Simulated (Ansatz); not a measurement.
Geometry optimisation, RKS BHLYP-D4/def2-SVP (Ansatz).

Input file:

```yaml
crystal:
  periodic: [false, false, false]
  atoms:
    - { symbol: Si, position_ang: [-0.364118, 0.04033, 0.515756] }
    - { symbol: F, position_ang: [2.388521, -0.807044, -0.241321] }
    - { symbol: S, position_ang: [0.251294, -0.455961, 2.305212] }
    - { symbol: H, position_ang: [2.277016, -0.914133, 0.652653] }
    - { symbol: "N", position_ang: [-0.247612, 1.580447, -0.142969] }
    - { symbol: "N", position_ang: [-1.161134, -0.968361, -0.564245] }
    - { symbol: H, position_ang: [-0.502915, 1.834241, -1.08221] }
    - { symbol: H, position_ang: [0.19245, 2.326314, 0.368072] }
    - { symbol: H, position_ang: [-1.480171, -0.708259, -1.480889] }
    - { symbol: H, position_ang: [-1.353231, -1.927474, -0.330061] }
basis:
  gaussian: { orbitals: def2-SVP }
hamiltonian:
  xc: { name: BHLYP }
  dispersion: d4
relax:
  f_tol: 0.03
  max_steps: 50
output:
  orbitals: {}
```

Run as:

```bash
$ ansatz run input.yaml --threads 2 --pin off --max-ram 3072MiB --backend cpu --events-out ev --progress --plain --runs-dir out
```

Problem. Where does it end, and by what steps?

Solution. The forces met the threshold. After 5 steps the energy has fallen by 0.071 eV; H4 moved furthest, 0.25 Å.

```tsv
step	energy less start (eV)	largest force component (eV/Å)	accepted
0	0.0000	0.990	yes
1	-0.0637	0.233	yes
2	-0.0494	0.394	no
3	-0.0699	0.149	yes
4	-0.0708	0.051	yes
5	-0.0713	0.027	yes
```

```xyz
10
Properties=species:S:1:pos:R:3
Si -0.290 0.026 0.479
F 2.241 -0.774 -0.185
S 0.406 -0.509 2.236
H 2.046 -0.850 0.724
N -0.228 1.579 -0.149
N -1.150 -0.970 -0.560
H -0.531 1.852 -1.067
H 0.262 2.308 0.342
H -1.481 -0.716 -1.474
H -1.275 -1.945 -0.346
```

Time of the run: 19 s on 2 threads of Arm Neoverse V1, on a shared host, peak memory 0.22 GiB.
